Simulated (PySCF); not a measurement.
Molecule: `c1nccc(CC)c1`, C7H9N.

Structure with atom numbers: `[CH3:1][CH2:2][c:3]1[cH:4][cH:5][n:6][cH:7][cH:8]1`; H(Xn) means a hydrogen on atom n.

Geometry PBE0-D3(BJ)/def2-SVP throughout; GIAO in PySCF 2.14, gas phase, one conformer, non-relativistic; equivalent atoms averaged; functional PBE0.

Q: How do the shifts δ (against TMS, NH3 at the same level) depend on the basis set? (a selection of nuclei; ppm; last column core-seconds on shared hosts with different chips, so compare them loosely)

A: 
```tsv
basis set	functions	C5/C7	C3	C4/C8	C2	C1	N6	H(C5)/H(C7)	H(C4)/H(C8)	H(C2)	core-s
STO-3G	49	121.1	120.0	108.6	31.8	21.4	267.0	8.65	6.97	2.24	5.4
pcSseg-0	90	163.4	158.4	134.3	33.7	21.7	381.6	8.99	7.08	2.68	7.2
6-31G	90	145.2	146.0	121.1	31.7	20.1	326.2	8.90	7.27	2.63	12
6-31G*	130	143.8	144.4	118.3	30.8	19.3	308.0	8.58	6.92	2.51	17
cc-pVDZ	157	148.9	151.9	123.8	33.3	20.4	332.8	8.60	6.94	2.41	16
def2-SVP	157	147.8	149.8	122.1	30.8	19.2	332.9	8.40	6.88	2.37	15
pcSseg-1	181	156.0	158.3	128.4	33.0	20.6	355.7	8.70	7.04	2.45	18
aug-cc-pVDZ	265	149.8	152.7	122.0	33.0	19.7	325.9	8.87	7.29	2.61	37
6-311+G(2d,p)	270	154.4	157.5	126.5	32.7	19.4	341.4	8.81	7.21	2.52	49
def2-TZVP	302	155.8	159.9	127.9	33.5	20.2	349.7	8.79	7.19	2.56	43
```

Q: Which nucleus among those listed moves most, in ppm?

A: N6 (pyridine-type ring nitrogen): from 267.0 ppm with STO-3G to 381.6 ppm with pcSseg-0. The smallest spread is 0.41 ppm, at H(C4)/H(C8). Proton shifts span only some 12 ppm, so a few tenths of a ppm matter as much there as several ppm in carbon.

Q: Taking the largest basis, def2-TZVP (302 functions), as the yardstick, rank the others by their worst heavy-atom deviation.

A: pcSseg-1 6.0 ppm (181 functions), 6-311+G(2d,p) 8.3 ppm (270 functions), def2-SVP 16.8 ppm (157 functions), cc-pVDZ 16.9 ppm (157 functions), 6-31G 23.5 ppm (90 functions), aug-cc-pVDZ 23.8 ppm (265 functions), pcSseg-0 31.9 ppm (90 functions), 6-31G* 41.7 ppm (130 functions), STO-3G 82.8 ppm (49 functions).

A small basis that lands close on one nucleus may do so by chance; judge by the trend and by all nuclei.
